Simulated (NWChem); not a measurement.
Basis-set convergence for HClPb

```xyz
3

Pb    -0.2976     0.3044     0.0000
H      1.0051     1.6710     0.0000
Cl     1.3762    -1.5666     0.0000
```
Charge 0, spin multiplicity 1.

Everything below was run with NWChem. Structure: optimised with PBE/def2-SVP with def2 effective core potentials on Pb, a minimum by its harmonic frequencies.

Quantity: vertical ionisation energy at the level ΔPBE (Δ: difference of total energies, the cation a doublet at the parent's geometry with its hole in an orbital of symmetry a' (Cs labels); it is the state that the SCF runs reached, from PBE0 orbitals for Hartree-Fock references, and need not be the lowest).

Effective core potentials replace the inner electrons of Pb; spin-orbit coupling is left out. The structure started from a generated list of species. No SCF solution was tested for a lower state.

Costs are rough ratios of processor time within this set of runs, SCF included, with def2-SVP as 1.

Q: In def2-QZVP the value is 9.09 eV. Among def2-SVP, def2-SVPD, def2-TZVP, def2-TZVPP, def2-TZVPD, which is the smallest basis within 0.2 eV of it?

A: def2-SVP, with 49 functions against 182 and about 3 % of the time (also within reach: def2-SVPD, def2-TZVP, def2-TZVPP, def2-TZVPD). def2-QZVP isn't the basis-set limit itself, and a small set can land close by cancellation.

```json
[
 {"basis": "def2-SVP", "functions": "49", "vertical ionisation energy (eV)": "8.97", "relative cost": "1"},
 {"basis": "def2-SVPD", "functions": "67", "vertical ionisation energy (eV)": "9.11", "relative cost": "under 3"},
 {"basis": "def2-TZVP", "functions": "93", "vertical ionisation energy (eV)": "9.07", "relative cost": "under 3"},
 {"basis": "def2-TZVPP", "functions": "106", "vertical ionisation energy (eV)": "9.07", "relative cost": "under 3"},
 {"basis": "def2-TZVPD", "functions": "111", "vertical ionisation energy (eV)": "9.09", "relative cost": "3"},
 {"basis": "def2-QZVP", "functions": "182", "vertical ionisation energy (eV)": "9.09", "relative cost": "30"}
]
```
